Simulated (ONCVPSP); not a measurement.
**selenium (Se), ONCV: configuration errors across variants**

ONCVPSP 4.0.1 input, shortened (lines: element, Z, core and valence counts, functional; n l f; lmax; l rc ep ncon nbas qcut; lloc lpopt rc5 dvloc0; l nproj debl; icmod fcfact rcfact), LDA (Perdew-Wang 92), scalar-relativistic:

```
  Se 34.00    6    2  -001012      upf
    1    0    2.00
    2    0    2.00
    2    1    6.00
    3    0    2.00
    3    1    6.00
    3    2   10.00
    4    0    2.00
    4    1    3.00
    1
    0    1.45    0.00    5    9    5.10
    1    1.55    0.00    3    6    4.90
    4    5    1.35    0.00
    0    2    1.60
    1    1    0.80
    0    0.00    0.00
```

All-electron excitation energies from the reference (eV): (1) 4s2 4p4 -11.004; (2) 4s2 4p2 20.554; (3) 4s2 4p1 51.707; (4) 4s1 4p4 11.588.

3 further variants failed, have other tests or another functional or relativity, and are left out.

A true bound ghost makes a file unfit for plane-wave use even where its test errors are small: the radial tests pick states by their node count and pass the ghost by.

Errors AE − PS in meV (a dash: test not solved or not reliable):

```tsv
change	(1)	(2)	(3)	(4)	bound ghosts	GHOST(+) flags above zero
base	+6.4	+7.3	+49	+6.9	s	none
s: nbas 8	+6.4	+7.3	+49	+6.4	s	none
core correction Teter function fitted to the true core (icmod 2), fcfact 0.3	+4.0	-1.7	-13	-3.2	s	none
s: qcut 6.8	+6.4	+7.3	+49	+6.6	s	none
p: rc 2.28	+6.3	+2.6	+13	+15	s	none
s: ncon 3, nbas 7	+6.4	+7.5	+50	+7.7	none	s
p: qcut 4.8	+6.4	+7.4	+49	+7.0	s	none
all radii scaled by about 1.06 (s 1.54, p 1.64 bohr); local potential polynomial inside 1.42 bohr (lpopt 5, dvloc0 0 Ha)	+6.2	+7.4	+49	+7.9	none	s
s: qcut 6.9; p: qcut 6.6	+6.7	+7.0	+50	+5.9	s	none
```

Give the same row for: local potential polynomial inside 1.20 bohr (lpopt 5, dvloc0 0 Ha).

+6.7, +7.7, +50, +7.0; bound ghosts: s; GHOST(+) flags above zero: none.
